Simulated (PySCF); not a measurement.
**Basis and Hamiltonian dependence of the excitation energy of Bi⁺**

Bi⁺ [Xe] 4f14 5d10 6s2 6p2 (3P) → Bi⁺ [Xe] 4f14 5d10 6s1 6p2 7s1 (5P). All values are computed (PySCF 2.14, energy differences of UHF-based or UKS calculations, no spin-orbit coupling). Values in eV.

```
                                                                               basis    Hamiltonian  functions     UHF     LDA    PBE0  MP2 (valence)  CCSD(T) (valence)
                                                        aug-cc-pVTZ-PP with ECP60MDF            ECP         55  15.058  17.469  16.827         15.717             15.867
         aug-cc-pVTZ-PP with one added diffuse shell each of d, f type with ECP60MDF            ECP         67  15.057  17.469  16.827         15.718             15.867
                             def2-QZVPPD with the def2 core potential (60 electrons)            ECP         88  15.047  17.455  16.816         15.795             15.923
                                                      aug-cc-pwCVTZ-PP with ECP60MDF            ECP         96  15.047  17.459  16.823         15.766             15.903
aug-cc-pVQZ-PP with one added diffuse shell each of s, p, d, f, g type with ECP60MDF            ECP        117  15.049  17.458  16.818         15.797                n/a
                                                                     aug-cc-pVQZ-DK3  spin-free X2C        118  15.047     n/a     n/a         15.785             15.912
                                                                   aug-cc-pwCVTZ-DK3  spin-free X2C        125  15.044  17.429  16.804         15.758             15.894
```

Frozen in the all-electron rows: valence: [Xe] 4f14 5d10; with a core potential, the same shells as far as they lie outside it.

Spin-orbit coupling is strong in these open shells (close to jj coupling), so the scalar numbers refer to model states. The upper state lies above the first ionisation limit. A Rydberg-like electron needs more diffuse functions than a valence basis has.
